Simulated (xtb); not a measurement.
H9N3Si3, charge -1, doublet, geometry from GFN2-xTB (a state made from the parent by changing its charge; the spin is typed, not shown lowest); GFN2-xTB in xtb.

xtb was given this input:
```
$ xtb mol.xyz --gfn 2 --chrg -1 --uhf 1 --json

# file mol.xyz
15

Si     1.66547442    -0.48907564    -0.59819950
N      0.59418415    -1.50472773     0.32249669
Si    -1.10568783    -1.24155363     0.41227852
N     -1.39538756     0.41725957     0.77463053
Si    -0.62575011     1.72431754    -0.07751450
N      1.00420036     1.12074811    -0.34532915
H      1.74247123    -0.70119423    -2.07046356
H      3.01349731    -0.73837966    -0.04327928
H      0.87755749    -2.46913715     0.37976229
H     -1.69090226    -1.51990684    -0.97964277
H     -1.83115545    -2.19718535     1.28224697
H     -2.32319235     0.62288539     1.10713860
H     -0.75163728     2.89885584     0.81235450
H     -1.16994070     2.11228503    -1.40861257
H      1.63581267     1.84718153    -0.65399401
```

Problem. Write the output that xtb gives for this input, abridged.

Solution. 
```
   ID    Z sym.   atoms
    1   14 Si     1, 3, 5
    2    7 N      2, 4, 6
    3    1 H      7-15

           -------------------------------------------------
          |                Calculation Setup                |
           -------------------------------------------------

           -------------------------------------------------
          |                 G F N 2 - x T B                 |
           -------------------------------------------------

          ...................................................
          :                      SETUP                      :
          :.................................................:
          :  # basis functions                  51          :
          :  # atomic orbitals                  48          :
          :  # shells                           24          :
          :  # electrons                        37          :
          :  max. iterations                   250          :
          :  Hamiltonian                  GFN2-xTB          :
          :  restarted?                      false          :
          :  GBSA solvation                  false          :
          :  PC potential                    false          :
          :  electronic temp.          300.0000000     K    :
          :  accuracy                    1.0000000          :
          :  -> integral cutoff          0.2500000E+02      :
          :  -> integral neglect         0.1000000E-07      :
          :  -> SCF convergence          0.1000000E-05 Eh   :
          :  -> wf. convergence          0.1000000E-03 e    :
          :  Broyden damping             0.4000000          :
          :  net charge                         -1          :
          :  unpaired electrons                  1          :
          ...................................................

 iter      E             dE          RMSdq      gap      omega  full diag
   1    -18.8836850 -0.188837E+02  0.650E+00    0.60       0.0  T
   2    -18.9585114 -0.748263E-01  0.555E+00    0.43       1.0  T
   3    -18.9554779  0.303348E-02  0.322E+00    0.69       1.0  T
   4    -18.8093265  0.146151E+00  0.497E+00    0.39       1.0  T
   5    -18.9713864 -0.162060E+00  0.773E-01    0.67       1.0  T
   6    -18.9709060  0.480368E-03  0.673E-01    0.66       1.0  T
   7    -18.9719041 -0.998072E-03  0.228E-01    0.69       1.0  T
   8    -18.9722919 -0.387802E-03  0.566E-02    0.70       1.0  T
   9    -18.9722991 -0.718501E-05  0.251E-02    0.70       1.0  T
  10    -18.9723007 -0.159537E-05  0.111E-02    0.70       2.3  T
  11    -18.9723007 -0.364163E-07  0.623E-03    0.70       4.1  T
  12    -18.9723007  0.981313E-09  0.297E-03    0.70       8.7  T
  13    -18.9723007 -0.128352E-07  0.937E-04    0.70      27.6  T
  14    -18.9723007 -0.280049E-08  0.470E-04    0.70      55.0  T

   *** convergence criteria satisfied after 14 iterations ***

         :::::::::::::::::::::::::::::::::::::::::::::::::::::
         ::                     SUMMARY                     ::
         :::::::::::::::::::::::::::::::::::::::::::::::::::::
         :: total energy             -18.786990689305 Eh    ::
         :: gradient norm              0.000034370443 Eh/a0 ::
         :: HOMO-LUMO gap              0.702613015956 eV    ::
         ::.................................................::
         :: SCC energy               -18.972261778047 Eh    ::
         :: -> isotropic ES            0.169626959937 Eh    ::
         :: -> anisotropic ES          0.007427892032 Eh    ::
         :: -> anisotropic XC         -0.001711008015 Eh    ::
         :: -> dispersion             -0.016718905505 Eh    ::
         :: repulsion energy           0.185271088742 Eh    ::
         :: add. restraining           0.000000000000 Eh    ::
         :: total charge              -1.000000000000 e     ::
         :::::::::::::::::::::::::::::::::::::::::::::::::::::

           -------------------------------------------------
[...]
        28                          0.1405225               3.8238
        29                          0.1685729               4.5871
        30                          0.1786304               4.8608
       ...                                ...                  ...
        48                          1.0366064              28.2075
      -------------------------------------------------------------
                  HL-Gap            0.0258206 Eh            0.7026 eV
             Fermi-level           -0.0495142 Eh           -1.3473 eV

     #   Z          covCN         q      C6AA      α(0)
     1  14 Si       3.652     0.425    99.381    19.112
     2   7 N        2.500    -0.460    32.150     8.420
     3  14 Si       3.739     0.461    97.976    18.947
     4   7 N        2.500    -0.460    32.150     8.420
     5  14 Si       3.652     0.425    99.382    19.112
     6   7 N        2.498    -0.455    32.010     8.402
     7   1 H        0.910    -0.189    10.021     4.952
     8   1 H        0.914    -0.190    10.105     4.972
     9   1 H        0.862     0.078     2.009     2.220
    10   1 H        0.889    -0.207    11.394     5.283
    11   1 H        0.913    -0.205    11.237     5.243
    12   1 H        0.862     0.078     2.009     2.220
    13   1 H        0.914    -0.190    10.105     4.972
    14   1 H        0.910    -0.189    10.021     4.952
    15   1 H        0.862     0.079     2.002     2.216

 Mol. C6AA /au·bohr⁶  :       4891.556739
 Mol. C8AA /au·bohr⁸  :     169072.142825
 Mol. α(0) /au        :        119.445608

Wiberg/Mayer (AO) data.
largest (>0.10) Wiberg bond orders for each atom

 ---------------------------------------------------------------------------
     #   Z sym  total        # sym  WBO       # sym  WBO       # sym  WBO
 ---------------------------------------------------------------------------
     1  14 Si   4.016 --     6 N    1.012     2 N    0.981     8 H    0.844
                             7 H    0.842     5 Si   0.186     3 Si   0.134
     2   7 N    3.225 --     3 Si   1.036     9 H    1.000     1 Si   0.981
     3  14 Si   4.017 --     2 N    1.036     4 N    1.036    11 H    0.839
                            10 H    0.833     5 Si   0.134     1 Si   0.134
     4   7 N    3.225 --     3 Si   1.036    12 H    1.000     5 Si   0.981
     5  14 Si   4.016 --     6 N    1.012     4 N    0.981    13 H    0.844
                            14 H    0.842     1 Si   0.186     3 Si   0.134
     6   7 N    3.222 --     5 Si   1.012     1 Si   1.012    15 H    0.991
     7   1 H    0.964 --     1 Si   0.842
     8   1 H    0.964 --     1 Si   0.844
     9   1 H    0.994 --     2 N    1.000
    10   1 H    0.957 --     3 Si   0.833
    11   1 H    0.958 --     3 Si   0.839
    12   1 H    0.994 --     4 N    1.000
    13   1 H    0.964 --     5 Si   0.844
    14   1 H    0.964 --     5 Si   0.842
    15   1 H    0.994 --     6 N    0.991
 ---------------------------------------------------------------------------

Topologies differ in total number of bonds
Writing topology from bond orders to xtbtopo.mol

molecular dipole:
                 x           y           z       tot (Debye)
 q only:        0.090       0.061       0.134
   full:       -0.088      -0.075      -0.067       0.339
molecular quadrupole (traceless):
                xx          xy          yy          xz          yz          zz
 q only:       -1.651       0.684      -2.114       1.848       0.384       3.766
  q+dip:       -2.677       1.996      -3.524       3.454       0.849       6.201
   full:       -1.205       2.476      -1.359       1.455      -0.021       2.564

           -------------------------------------------------
          | TOTAL ENERGY              -18.786990689305 Eh   |
          | GRADIENT NORM               0.000034370443 Eh/α |
          | HOMO-LUMO GAP               0.702613015956 eV   |
           -------------------------------------------------

normal termination of xtb
```
